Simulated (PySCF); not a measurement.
OZn, singlet, geometry from GFN2-xTB (such geometries of metal compounds can be far from the true shape).

The PySCF input:
```python
from pyscf import gto, scf, dft

mol = gto.M(
    atom='''
Zn   -0.000000   -0.000000   -0.338227
O     0.000000    0.000000    1.268352
''',
    basis='6-31g**',
    charge=0,
    spin=0,
    verbose=5,
)

mf = dft.RKS(mol)
mf.xc = 'blyp'
mf.kernel()
mf.analyze()
```

Problem. What does this run give for the dipole moment, HOMO energy, total energy, nuclear repulsion energy, HOMO-LUMO gap, number of basis functions?

Solution. 
```json
{
  "dipole_moment": "4.38 D",
  "HOMO energy": "-5.54 eV",
  "total_energy": "-1854.252226 Ha",
  "nuclear_repulsion_energy": "79.0515 Eh",
  "HOMO-LUMO gap": "0.92 eV",
  "number_of_basis_functions": "48"
}
```
